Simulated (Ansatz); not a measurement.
`[BH2][AlH][CH3]` + `C=CN(C)[SiH3]` → `[BH2][AlH][N](C)[SiH3]` + `C=CC`  (formal exchange of groups at the Al–C bond)

Program: Ansatz. Geometries: PBE0-D4/def2-TZVP. ΔE: electronic, gas phase. CCSD(T)/CBS is the MP2 limit (def2-TZVPP, def2-QZVPP) plus CCSD(T) − MP2 in def2-TZVPP, frozen cores. Each species was taken in one conformer, which may not be the lowest.

```json
{"species": "`[BH2][AlH][CH3]`", "MP2/def2-TZVPP energy (Eh)": "-308.30537"}
{"species": "`C=CN(C)[SiH3]`", "MP2/def2-TZVPP energy (Eh)": "-463.13358"}
{"species": "`[BH2][AlH][N](C)[SiH3]`", "MP2/def2-TZVPP energy (Eh)": "-653.84678"}
{"species": "`C=CC`", "MP2/def2-TZVPP energy (Eh)": "-117.62761"}
```

Problem. Work out ΔE.

Solution. ΔE = (-653.84678) + (-117.62761) − (-308.30537) − (-463.13358) = -0.03544 Eh = -93.0 kJ/mol. CCSD(T)/CBS gives -93.8 kJ/mol.

Largest T1 diagnostic among the species: 0.012.

In def2-TZVPP, CCSD(T) changes the Hartree–Fock value by +4.4 kJ/mol (the triples alone add +1.4 kJ/mol) and MP2 by +6.0 kJ/mol. From PBE to PBE0 (25 % exact exchange), in def2-TZVPP and without D4, ΔE moves by −4.4 kJ/mol.
